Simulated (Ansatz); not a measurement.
CH₄BBrO (`CB(O)Br`), relaxed with RKS PBE0-D4/def2-TZVP in the Gaussian-basis code of Ansatz from a PBE-D4/def2-SVP geometry. The force threshold is 0.005 eV/Å; the program also tests the step.

Charge 0, multiplicity 1.

Start:

```xyz
8

C    -1.039    0.138    0.129
B     0.487   -0.131   -0.091
O     1.429    0.774    0.271
Br    1.083   -1.817   -0.909
H    -1.223    1.121    0.605
H    -1.584    0.101   -0.838
H    -1.489   -0.656    0.760
H     2.336    0.471    0.074
```

**Question.** By how much does the energy fall, and how many steps does the optimiser take? (An estimate is asked.)

**Answer.** Computed: 2.35 kJ/mol, in 5 steps.

**Question.** Which bonds change most? (Best estimate.)

**Answer.** The calculation gave: C1–H6 from 1.110 to 1.094 Å; C1–H5 from 1.108 to 1.091 Å; C1–H7 from 1.110 to 1.094 Å; O3–H8 from 0.976 to 0.962 Å.

**Question.** Give the relaxed structure. (Best estimate.)

**Answer.** Computed: 
```xyz
8

C    -1.034    0.136    0.127
B     0.481   -0.130   -0.090
O     1.421    0.763    0.268
Br    1.068   -1.806   -0.907
H    -1.212    1.107    0.594
H    -1.569    0.098   -0.826
H    -1.474   -0.645    0.753
H     2.320    0.478    0.080
```
